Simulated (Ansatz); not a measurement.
Cost against result

Saddle point of AlN3H8, singlet (AlN₂H₅ ([NH2][AlH][NH2]) + NH₃ → AlN₃H₆ ([NH2][Al]([NH2])[NH2]) + H₂; bonds formed: H2–H5; dative contacts that become bonds: Al1–N6; bonds broken: Al1–H2, H5–N6), PBE0-D4/def2-TZVP structure:

```xyz
12
angstrom
Al -0.0930 0.1179 0.1910
H 0.8136 -1.1825 1.1109
N 0.5421 1.7722 0.3074
N -1.7902 -0.2519 0.5628
H 0.9905 -1.3340 0.1145
N 0.7694 -0.8932 -1.1658
H 1.3380 2.1251 -0.1973
H 0.2774 2.4273 1.0241
H -2.5516 0.3981 0.4613
H -2.1107 -1.0931 1.0125
H 1.5840 -0.5694 -1.6695
H 0.2306 -1.5167 -1.7519
```

Barriers are electronic and count from the start structure reached by relaxing down the imaginary mode.

Computed with Ansatz 0.2.0 (basis: as named in each row); correlated methods freeze the cores. B3LYP uses VWN-RPA correlation. Extrapolation: Hartree–Fock as exp(−7.88 √X), correlation as X^−2.97.

Times are rough, for one single point on 4 threads of a shared host (Arm Neoverse V1).

The estimate by CCSD(T) at an estimated basis limit (MP2 extrapolated from triple and quadruple zeta, plus CCSD(T) − MP2 in triple zeta) is 130.2 kJ/mol.

```json
{"method": "HF", "basis": "STO-3G", "time (s)": "under 1", "barrier (kJ/mol)": "246.4", "method less estimate": "116.2"}
{"method": "PBE-D4", "basis": "STO-3G", "time (s)": "under 1", "barrier (kJ/mol)": "130.8", "method less estimate": "0.5"}
{"method": "SPW92", "basis": "def2-SVP", "time (s)": "under 1", "barrier (kJ/mol)": "88.2", "method less estimate": "-42.0"}
{"method": "B3LYP-D4", "basis": "6-31G", "time (s)": "under 1", "barrier (kJ/mol)": "136.6", "method less estimate": "6.4"}
{"method": "PBE-D4", "basis": "def2-SVP", "time (s)": "under 1", "barrier (kJ/mol)": "102.6", "method less estimate": "-27.6"}
{"method": "PBE0-D4", "basis": "def2-SVP", "time (s)": "under 1", "barrier (kJ/mol)": "117.9", "method less estimate": "-12.3"}
{"method": "SPW92", "basis": "def2-TZVPP", "time (s)": "1", "barrier (kJ/mol)": "89.6", "method less estimate": "-40.6"}
{"method": "BLYP-D4", "basis": "def2-TZVPP", "time (s)": "2", "barrier (kJ/mol)": "109.3", "method less estimate": "-20.9"}
{"method": "PBE-D4", "basis": "def2-TZVPP", "time (s)": "2", "barrier (kJ/mol)": "103.3", "method less estimate": "-26.9"}
{"method": "B3LYP-D4", "basis": "def2-TZVPP", "time (s)": "2", "barrier (kJ/mol)": "119.5", "method less estimate": "-10.7"}
{"method": "BHLYP-D4", "basis": "def2-TZVPP", "time (s)": "2", "barrier (kJ/mol)": "136.3", "method less estimate": "6.1"}
{"method": "PBE0-D4", "basis": "def2-TZVPP", "time (s)": "3", "barrier (kJ/mol)": "117.1", "method less estimate": "-13.2"}
{"method": "CAM-B3LYP-D4", "basis": "def2-TZVPP", "time (s)": "3", "barrier (kJ/mol)": "124.1", "method less estimate": "-6.1"}
{"method": "wB97M-V", "basis": "def2-SVP", "time (s)": "4", "barrier (kJ/mol)": "125.7", "method less estimate": "-4.5"}
{"method": "CCSD(T)", "basis": "def2-SVP", "time (s)": "4", "barrier (kJ/mol)": "138.3", "method less estimate": "8.0"}
{"method": "r2SCAN-D4", "basis": "def2-TZVPP", "time (s)": "4", "barrier (kJ/mol)": "107.9", "method less estimate": "-22.3"}
{"method": "r2SCAN0-D4", "basis": "def2-TZVPP", "time (s)": "4", "barrier (kJ/mol)": "119.3", "method less estimate": "-10.9"}
{"method": "B2PLYP", "basis": "def2-TZVPP", "time (s)": "5", "barrier (kJ/mol)": "124.0", "method less estimate": "-6.2"}
{"method": "PBE-QIDH", "basis": "def2-TZVPP", "time (s)": "6", "barrier (kJ/mol)": "127.0", "method less estimate": "-3.2"}
{"method": "RPA on PBE", "basis": "def2-TZVPP", "time (s)": "6", "barrier (kJ/mol)": "130.8", "method less estimate": "0.5"}
{"method": "wB97X-V", "basis": "def2-TZVPP", "time (s)": "7", "barrier (kJ/mol)": "129.2", "method less estimate": "-1.0"}
{"method": "B97M-V", "basis": "def2-TZVPP", "time (s)": "8", "barrier (kJ/mol)": "124.4", "method less estimate": "-5.8"}
{"method": "wB97M-V", "basis": "def2-TZVPP", "time (s)": "8", "barrier (kJ/mol)": "127.6", "method less estimate": "-2.6"}
{"method": "MP2", "basis": "def2-QZVPP", "time (s)": "21", "barrier (kJ/mol)": "124.6", "method less estimate": "-5.6"}
{"method": "CCSD(T)", "basis": "def2-TZVPP", "time (s)": "120", "barrier (kJ/mol)": "131.2", "method less estimate": "1.0"}
```

All methods are single points on the PBE0-D4 structures.

T1 diagnostic: at most 0.012.

The step is the kind of exchange with an N–H group that builds nitride films in atomic layer and chemical vapour deposition.

Labels in which every atom is bracketed show which atoms are joined, not bond orders.
